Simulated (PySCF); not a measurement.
**NaHg: input and log**

State: ²Σ⁺ (doublet), unpaired electrons σ ↑.

An equivalent input (the run itself took its basis sets from the Basis Set Exchange, started from a PBE0 density and held the occupation σ 8α 7β, πx 3α 3β, πy 3α 3β, δx 1α 1β, δy 1α 1β):

```python
from pyscf import gto, scf, cc
mol = gto.M(atom='Na 0 0 0; Hg 0 0 3.587', basis={'Na': 'def2-SVP', 'Hg': 'def2-SVP'}, ecp={'Hg': 'def2-SVP'},
            charge=0, spin=1, verbose=4, symmetry='C2v')
mf = scf.UHF(mol)
mf.irrep_nelec = {'A1': (9, 8), 'A2': (1, 1), 'B1': (3, 3), 'B2': (3, 3)}
mf.conv_tol = 1e-9
mf.max_cycle = 60
mf.diis_space = 10
mf.kernel()
mycc = cc.CCSD(mf, frozen=[[0, 45, 46], [0, 45, 46]])
mycc.run(conv_tol=1e-7, conv_tol_normt=1e-5, max_cycle=80, diis_space=8)
et = mycc.ccsd_t()
```

The SCF ended at -314.34006220 hartree. The coupled-cluster part of the log:

```
******** <class 'pyscf.cc.uccsd.UCCSD'> ********
CC2 = 0
CCSD nocc = (15, 14), nmo = (44, 44)
frozen orbitals [[0, 45, 46], [0, 45, 46]]
max_cycle = 80
direct = 0
conv_tol = 1e-07
conv_tol_normt = 1e-05
diis_space = 8
diis_start_cycle = 0
diis_start_energy_diff = 1e+09
Init t2, MP2 energy = -0.377171760971563
Init E_corr(UCCSD) = -0.377171760971744
cycle = 1  E_corr(UCCSD) = -0.336561335672351  dE = 0.0406104253  norm(t1,t2) = 0.0891016
cycle = 2  E_corr(UCCSD) = -0.349569711584788  dE = -0.0130083759  norm(t1,t2) = 0.0216757
cycle = 3  E_corr(UCCSD) = -0.348535020654626  dE = 0.00103469093  norm(t1,t2) = 0.0104647
cycle = 4  E_corr(UCCSD) = -0.349541816479132  dE = -0.00100679582  norm(t1,t2) = 0.00478669
cycle = 5  E_corr(UCCSD) = -0.349610017662902  dE = -6.82011838e-05  norm(t1,t2) = 0.0015818
cycle = 6  E_corr(UCCSD) = -0.349523081109987  dE = 8.69365529e-05  norm(t1,t2) = 0.000772217
cycle = 7  E_corr(UCCSD) = -0.349529254174767  dE = -6.17306478e-06  norm(t1,t2) = 0.000223504
cycle = 8  E_corr(UCCSD) = -0.349536535383143  dE = -7.28120838e-06  norm(t1,t2) = 9.12451e-05
cycle = 9  E_corr(UCCSD) = -0.349534697568608  dE = 1.83781453e-06  norm(t1,t2) = 3.35643e-05
cycle = 10  E_corr(UCCSD) = -0.349533988718994  dE = 7.08849614e-07  norm(t1,t2) = 7.54749e-06
cycle = 11  E_corr(UCCSD) = -0.349534108823561  dE = -1.20104568e-07  norm(t1,t2) = 3.0216e-06
cycle = 12  E_corr(UCCSD) = -0.349534115303079  dE = -6.47951759e-09  norm(t1,t2) = 1.28096e-06
UCCSD converged
E(UCCSD) = -314.6895963197497  E_corr = -0.3495341153030788
UCCSD(T) correction = -0.00713854888477116
```

T1 diagnostic 0.013, D1 0.044, 29 electrons correlated, 2 of the virtual orbitals (those above 20 hartree) left out.

Repeating this along the bond gives Re = 3.767 Å and ωe = 37.1 cm⁻¹.

A point of this curve took 17 CPU seconds beside 0.094 for the integrals, on Arm Neoverse V1 (shared host).

Correlated steps freeze 1 core orbital. Spin–orbit coupling is left out. The state is the lowest determinant that a PBE0 search found; another state may lie lower at other levels.
